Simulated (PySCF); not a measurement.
SeFBr, SMILES F[Se]Br.

Coordinates come from a ωB97X-D3(BJ)/def2-TZVP optimisation.

All values below come from ωB97X-D3(BJ)/def2-TZVP (PySCF 2.14.0).

Frequencies are harmonic and unscaled.

| mode | ν (cm⁻¹) | IR (km/mol) | moving atoms (share of kinetic energy) |
|---|---|---|---|
| 1 | 192 | 2.1 | F 71 %, Br 18 %, Se 11 % |
| 2 | 337 | 18.9 | Se 53 %, Br 46 % |
| 3 | 688 | 85.7 | F 81 %, Se 19 % |
